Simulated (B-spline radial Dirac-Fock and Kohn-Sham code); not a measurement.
## Widths and yields of inner-shell holes in Al⁺

System: aluminum as Al⁺, [Ne] 3s2.

These are calculated numbers from a radial atomic solver; the model is independent-particle radiative and Coulomb Auger rates from relativistic LDA hole-state orbitals, with Dirac-Fock energies.

Partial widths are in eV. Coster-Kronig decay leaves a hole in the same principal shell; its rates are the weakest part of the model, often 1.5 to 2.5 times too large and more for N holes. Holes without an open Auger channel, or with an unreliable SCF state, are not listed.

| hole | radiative | Auger | Coster-Kronig | total | fluorescence yield | lifetime (fs) |
| --- | --- | --- | --- | --- | --- | --- |
| K | 0.0154 | 0.380 | 0 | 0.396 | 0.0389 | 1.66 |
| L1 | 2.54e-05 | 0.0192 | 1.25 | 1.27 | ? | ? |
| L2 | 3.34e-06 | 0.000740 | 0 | 0.000743 | 0.00450 | 886 |
| L3 | 3.37e-06 | 0.000703 | 0 | 0.000706 | 0.00478 | 932 |

Question: What are the fluorescence yield and the lifetime of the L1 hole?

Answer: The yield is the radiative width over the total, 2.00e-05, and the lifetime is ħ/Γ = 0.519 fs.
